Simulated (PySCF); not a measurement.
Isomers of C3H8BrGeN, mass 210.905 u with the commonest isotopes. Computed with PySCF, PBE0-D3(BJ)/def2-SVP geometry optimisation, gas phase. One conformer each, none proved a minimum here; rigid rotors.

Question: Order these by rotational constant B, largest first.
A. `[CH2:1]=[CH:2][CH2:3][NH:4][GeH2:5][Br:6]` with C1–C2–C3–N4 -2°, C2–C3–N4–Ge5 -104°, C3–N4–Ge5–Br6 -64°
B. `[NH2:1][Ge:2]1([Br:3])[CH2:4][CH2:5][CH2:6]1` with H–N1–Ge2–Br3 173° and 45°, N1–Ge2–C4–C5 -100°, Ge2–C4–C5–C6 -18°, C4–C5–C6–Ge2 19°, N1–Ge2–C6–C5 108°
C. `[NH2:1][Ge@H:2]([Br:3])[CH:4]1[CH2:5][CH2:6]1` with H–N1–Ge2–Br3 -23° and -147°, N1–Ge2–C4–C5 53°
D. `[CH2:1]=[CH:2][CH2:3][Ge@H:4]([NH2:5])[Br:6]` with C1–C2–C3–Ge4 -99°, C2–C3–Ge4–N5 51°, C3–Ge4–N5–H -177° and -48°

Answer: B (1022 MHz), C (987.5 MHz), D (936.2 MHz), A (665.9 MHz).

Question: Order these by dipole moment, smallest first.
A. `[CH2:1]=[CH:2][CH2:3][NH:4][GeH2:5][Br:6]` with C1–C2–C3–N4 -2°, C2–C3–N4–Ge5 -104°, C3–N4–Ge5–Br6 -64°
B. `[CH2:1]=[CH:2][CH2:3][Ge@H:4]([NH2:5])[Br:6]` with C1–C2–C3–Ge4 -99°, C2–C3–Ge4–N5 51°, C3–Ge4–N5–H -177° and -48°
C. `[NH2:1][Ge@H:2]([Br:3])[CH:4]1[CH2:5][CH2:6]1` with H–N1–Ge2–Br3 -23° and -147°, N1–Ge2–C4–C5 53°
D. `[CH2:1]=[C:2]([CH3:3])[Ge@@H:4]([NH2:5])[Br:6]` with C1–C2–Ge4–N5 124°, C2–Ge4–N5–H -64° and 64°
E. `[NH2:1][Ge:2]1([Br:3])[CH2:4][CH2:5][CH2:6]1` with H–N1–Ge2–Br3 173° and 45°, N1–Ge2–C4–C5 -100°, Ge2–C4–C5–C6 -18°, C4–C5–C6–Ge2 19°, N1–Ge2–C6–C5 108°

Answer: B (1.83 D), A (2.04 D), C (2.37 D), E (2.88 D), D (3.17 D).

Question: Order these by rotational constant A, largest first.
A. `[NH2:1][Ge@H:2]([Br:3])[CH:4]1[CH2:5][CH2:6]1` with H–N1–Ge2–Br3 -23° and -147°, N1–Ge2–C4–C5 53°
B. `[NH2:1][Ge:2]1([Br:3])[CH2:4][CH2:5][CH2:6]1` with H–N1–Ge2–Br3 173° and 45°, N1–Ge2–C4–C5 -100°, Ge2–C4–C5–C6 -18°, C4–C5–C6–Ge2 19°, N1–Ge2–C6–C5 108°
C. `[CH2:1]=[CH:2][CH2:3][Ge@H:4]([NH2:5])[Br:6]` with C1–C2–C3–Ge4 -99°, C2–C3–Ge4–N5 51°, C3–Ge4–N5–H -177° and -48°
D. `[CH2:1]=[C:2]([CH3:3])[Ge@@H:4]([NH2:5])[Br:6]` with C1–C2–Ge4–N5 124°, C2–Ge4–N5–H -64° and 64°
E. `[CH2:1]=[CH:2][CH2:3][NH:4][GeH2:5][Br:6]` with C1–C2–C3–N4 -2°, C2–C3–N4–Ge5 -104°, C3–N4–Ge5–Br6 -64°

Answer: E (3501 MHz), B (2941 MHz), A (2600 MHz), C (2267 MHz), D (2119 MHz).

```tsv
SMILES	point group	Ia (u·Å²)	Ib (u·Å²)	Ic (u·Å²)	κ	μa (D)	μb (D)	μc (D)
[NH2][Ge]1([Br])[CH2]C[CH2]1	–	171.82	494.56	567.35	-0.87	2.58	0.80	1.00
C=C[CH2][Ge@H]([NH2])[Br]	C1	222.96	539.82	637.25	-0.81	1.66	0.73	0.28
C=[C](C)[Ge@@H]([NH2])[Br]	C1	238.51	485.38	581.35	-0.72	2.98	0.43	1.01
C=CC[NH][GeH2][Br]	C1	144.34	758.97	855.55	-0.95	1.78	0.44	0.88
[NH2][Ge@H]([Br])[CH]1CC1	C1	194.38	511.78	605.18	-0.83	1.88	1.41	0.34
```
